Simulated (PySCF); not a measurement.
A structure optimised at PBE0-D3(BJ)/def2-SVP (Å):
```
C 
O   1  1.4143
C   2  1.3394  1  115.88
O   3  1.2067  2  122.95  1    -0.02
C   3  1.4828  2  112.47  1   179.95
C   5  1.4008  3  122.65  2     0.09
C   6  1.3872  5  120.32  3   180.00
C   7  1.4040  6  120.38  5     0.12
Se  8  1.8963  7  116.80  6   179.68
C   9  1.9349  8  100.58  7   176.52
C   8  1.4010  7  119.35  6    -0.04
C  11  1.3896  8  119.95  7    -0.09
H   1  1.1003  2  110.89  3   -65.07
H   1  1.1004  2  111.11  3    55.37
H   1  1.0963  2  106.28  3   175.41
H   6  1.0907  5  119.36  3     0.14
H   7  1.0933  6  119.65  5  -179.71
H  10  1.0983  9  110.88  8   -58.98
H  10  1.0982  9  111.25  8    64.60
H  10  1.0980  9  105.82  8  -177.10
H  11  1.0904  8  120.88  7   179.77
H  12  1.0919  5  118.32  3    -0.02
```
Z-matrix in Å and degrees, rows numbered from 1.

Neutral, closed shell.

Problem. Which heavy atoms are bonded, and with what formal order?

Solution. C1–O2 (single); O2–C3 (single); C3–O4 (double); C3–C5 (single); C5–C6 (aromatic); C6–C7 (aromatic); C7–C8 (aromatic); C8–Se9 (single); Se9–C10 (single); C8–C11 (aromatic); C11–C12 (aromatic); C5–C12 (aromatic). Hydrogens: H13, H14, H15 on C1; H16 on C6; H17 on C7; H18, H19, H20 on C10; H21 on C11; H22 on C12.

Problem. Give the structure as a SMILES string.

Solution. `COC(=O)c1ccc([Se]C)cc1`, C9H10O2Se. Among its features: ester, benzene ring and selenium bound to carbon.

Problem. Which rings does it hold (smallest set)?

Solution. C5–C6–C7–C8–C11–C12 (6 members, 0.00 Å rms from planarity).

Problem. Classify the heavy atoms.

Solution. C1: methoxy carbon; O2: ester single-bonded oxygen; C3: ester carbonyl carbon; O4: ester carbonyl oxygen; C5: substituted aromatic carbon; C6/C12: aromatic CH carbon; C7/C11: aromatic CH carbon; C8: substituted aromatic carbon; Se9: selenium bonded to 2 C; C10: sp3 carbon bound to selenium.

Problem. What is the arrangement about C1?

Solution. It has 4 neighbours (O2, H13, H14, H15) and is tetrahedral (angles from 106.3° to 111.1°).

Problem. What is the arrangement about Se9?

Solution. It has 2 neighbours (C8, C10) and is bent (angle 100.6°).

These are computed values.
